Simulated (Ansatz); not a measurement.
Reaction: AgI (SMILES [Ag][I]) → AgI+ (parent SMILES [I][Ag], doublet) + e-
Each species at its own B3LYP-D3(BJ)/def2-TZVP minimum (Ansatz, a first-principles code).

Total energies in hartree (Ansatz). Open shells are spin-unrestricted; no spin-orbit coupling. Correlated methods leave the cores frozen (noble-gas shells, and filled d and f shells in the p block). Past Kr the def2 sets carry scalar-relativistic core potentials. Spin-orbit terms, left out, reach several kcal/mol for Br and I, and more for heavier atoms. The spin of AgI+ (parent SMILES [Ag][I], doublet) was assumed, and the state is the lowest solution found for it.

| species | HF/def2-TZVPP | CCSD(T)/def2-TZVPP | HF/def2-QZVPP | CCSD(T)/def2-QZVPP | CCSDT(Q)/def2-TZVPP |
|---|---|---|---|---|---|
| 1: AgI (SMILES [I][Ag]) | -442.84046 | -443.37213 | -442.84348 | -443.43183 | -443.37221 |
| 2: AgI+ (parent SMILES [I][Ag], doublet) | -442.56215 | -443.05300 | -442.56512 | -443.10599 | -443.05311 |

### Question
Work out the adiabatic ionisation energy (electronic) in eV: take Hartree-Fock from def2-QZVPP, extrapolate the CCSD(T) correlation energy as X^-3 (X = 3, 4), and add CCSDT(Q) - CCSD(T) in def2-TZVPP. 1 hartree = 27.211 eV.

### Answer

Species 1: correlation (64·(-0.58835) - 27·(-0.53167))/37 = -0.62971; step -0.00008; E1 = -442.84348 + (-0.62971) + (-0.00008) = -443.47327
Species 2: correlation (64·(-0.54087) - 27·(-0.49085))/37 = -0.57737; step -0.00011; E2 = -442.56512 + (-0.57737) + (-0.00011) = -443.14260
-1·E1 +1·E2 = 0.33067 hartree = 9.00 eV.
